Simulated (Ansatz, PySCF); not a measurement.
This PySCF input computes a PBE/def2-TZVPD energy:

```python
from pyscf import gto, scf, dft

mol = gto.M(
    atom='''
    C    -2.16417092   -0.07391746   -0.58926350
    C    -1.04227579   -0.62474299   -0.14520765
    C     0.30643424   -0.25733768   -0.64844816
    Cl    1.33172267    0.43689008    0.68659224
    H    -2.15374398    0.70139473   -1.34671262
    H    -3.13189445   -0.37862627   -0.21323418
    H    -1.07212031   -1.39033370    0.62280953
    H     0.25937529    0.49867175   -1.42783544
    H     0.85917275   -1.12224922   -1.00957949
    ''',
    basis='def2-tzvpd',
    charge=0,
    spin=0,
    verbose=4,
)

mf = dft.RKS(mol, xc='pbe').density_fit(auxbasis='def2-universal-jkfit')
mf.grids.level = 3
mf.conv_tol = 1e-9
mf.max_cycle = 100
mf.max_memory = 1500
mf.kernel()
if not mf.converged:
    mf = mf.newton()
    mf.kernel(mf.make_rdm1())
mf.analyze()
```

Q: Write an input for the same energy in Ansatz (an electronic-structure program) and say what it gives.

A: 
Ansatz 0.2 input:
```yaml
crystal:
  periodic: [false, false, false]
  atoms:
    - {symbol: C, position_ang: [-2.16417092, -0.07391746, -0.58926350]}
    - {symbol: C, position_ang: [-1.04227579, -0.62474299, -0.14520765]}
    - {symbol: C, position_ang: [0.30643424, -0.25733768, -0.64844816]}
    - {symbol: Cl, position_ang: [1.33172267, 0.43689008, 0.68659224]}
    - {symbol: H, position_ang: [-2.15374398, 0.70139473, -1.34671262]}
    - {symbol: H, position_ang: [-3.13189445, -0.37862627, -0.21323418]}
    - {symbol: H, position_ang: [-1.07212031, -1.39033370, 0.62280953]}
    - {symbol: H, position_ang: [0.25937529, 0.49867175, -1.42783544]}
    - {symbol: H, position_ang: [0.85917275, -1.12224922, -1.00957949]}
basis:
  gaussian:
    orbitals: def2-TZVPD
hamiltonian:
  xc: {name: PBE}
output: {forces: true}
```
It gives -577.20900 Eh, and PySCF -577.20910 Eh, a difference of 0.10 mEh, from the treatment of integrals and grids.
